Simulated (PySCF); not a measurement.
**Ce (cerium, neutral) across methods**

[Xe] 4f1 5d1 6s2, one real determinant. Calculation: PySCF 2.14, in x2c-TZVPPall (11s7p7d4f2g, 113 functions); scalar relativity by spin-free X2C-1e.

```
method  E (hartree)  mean ε 5d α (eV)  mean ε 6s α (eV)  mean ε 6s β (eV)  Σ⟨r²⟩ (bohr²)   ⟨S²⟩
   UHF  -8856.28965            -6.866            -5.149            -4.773          98.15  2.010
  PBE0     -8859.28            -4.573            -4.258            -4.045          93.06  2.003
   LDA     -8852.27            -3.540            -3.977            -3.697          91.85  2.001
r2SCAN     -8859.62            -4.089            -3.722            -3.567          93.71  2.008
```

Problem. Estimate the same row for PBE.

Solution. E (hartree) = -8859.24; mean ε 5d α (eV) = -3.569; mean ε 6s α (eV) = -3.850; mean ε 6s β (eV) = -3.544; Σ⟨r²⟩ (bohr²) = 92.63; ⟨S²⟩ = 2.003.

⟨L²⟩ = 18.26 against 30 for a pure H term, so this real determinant mixes terms. Spin-orbit coupling, absent here, splits the open shell strongly.
